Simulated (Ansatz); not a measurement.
Compare A (`CS[C@H]1O[Si@@H]1Cl`) with its isomer B (`C[Si](S)(Cl)C=O`).

Program: Ansatz. Geometries: PBE0-D4/def2-TZVP. ΔE: electronic, gas phase. CBS: MP2 limit from def2 TZ/QZ plus the TZ coupled-cluster correction, frozen cores. DFT in def2-TZVPP. B3LYP here is the variant with VWN-RPA as its local correlation; programs differ in this. One conformer a species, not always the lowest.

Problem. Which isomer does CCSD(T)/CBS put lower? Give the gap. (An estimate is asked.)

Solution. Ansatz gave: B, by 27.6 kcal/mol.

Problem. Give E(B) − E(A) in kcal/mol with PBE-D4, HF/def2-TZVPP, B3LYP, CCSD(T)/def2-TZVPP, r2SCAN-D4, B2PLYP, CCSD/def2-TZVPP. (An estimate is asked.)

Solution. Ansatz gave: PBE-D4 -26.7, HF/def2-TZVPP -34.5, B3LYP -28.7, CCSD(T)/def2-TZVPP -28.6, r2SCAN-D4 -26.7, B2PLYP -28.2, CCSD/def2-TZVPP -29.3. None reverses the order clearly.

Largest T1 diagnostic: 0.013.

In def2-TZVPP, CCSD(T) changes the Hartree–Fock value by +5.9 kcal/mol (the triples alone add +0.7 kcal/mol) and MP2 by +7.9 kcal/mol. The D4 term adds −1.1 kcal/mol with B3LYP and −0.7 kcal/mol with PBE0; it sums over pairs of atoms, weighted by their polarisabilities, and B3LYP, whose exchange is more repulsive, gets the larger term.
